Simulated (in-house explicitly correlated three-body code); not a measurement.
The numbers below are computed, except where a source is named.
**Taking the two-electron ground state apart, Z = 1.4**

A variational code in 260 exponentially correlated functions gives, for two electrons around a point charge Z = 1.4 (non-relativistic, fixed nucleus, atomic units): E = -1.2375771, <1/r> = 1.088477 per electron, <1/r12> = 0.572581. From its density, U = 1.292242 (Hartree energy) and T_s = 1.204774 (kinetic energy of the doubly filled orbital √(n/2)). Further, <r²> = 3.1936 per electron, <r12²> = 6.81914 and <p1·p2> = 0.0830489.

Q: Check the virial theorem, and compare with the screened hydrogenic estimate.

A: V = −2Z<1/r> + <1/r12> = -3.047736 + 0.572581 = -2.475155, and 2E = -2.475154, so T = −E = 1.237577. A product of 1s orbitals with exponent Z − 5/16 = 1.0875 gives −1.0875² = -1.18266, which is 54.9 millihartree too high.

Q: Find the exchange and correlation energies of density-functional theory.

A: For two electrons in one orbital E_x = −U/2 = -0.646121. The potential part of correlation is U_c = <1/r12> − U − E_x = -0.073540, the kinetic part T_c = T − T_s = 0.032803, and E_c = T_c + U_c = -0.040737 hartree. Restricted Hartree-Fock gives -1.197107, so the correlation energy of wave-function theory is -0.040470.

Q: What do the second moments say about angular correlation and diamagnetism?

A: From r12² = r1² + r2² − 2 r1·r2, <r1·r2> = <r²> − <r12²>/2 = -0.21597 bohr². It vanishes for a product of s orbitals, and its negative sign shows that the electrons favour opposite sides of the nucleus. The Langevin susceptibility is −0.79199e-6 × 2<r²> = -5.059e-6 cm³/mol.

Q: How does a model nuclear mass of 2.8 u change the ionisation energy, to first order in m/M (1 hartree = 27.211386 eV)?

A: m/M = 1/(2.8 × 1822.8885) = 1.95921e-04. With a fixed nucleus the second electron is bound by −Z²/2 − E = 0.257577 hartree = 7.0090 eV. The reduced mass scales this by 1 − m/M, a change of -1.373 meV. The mass-polarisation term raises the two-electron state by (m/M)<p1·p2> = 16.27 microhartree, a further -0.443 meV. The sum is 7.0072 eV, before relativistic and QED terms.
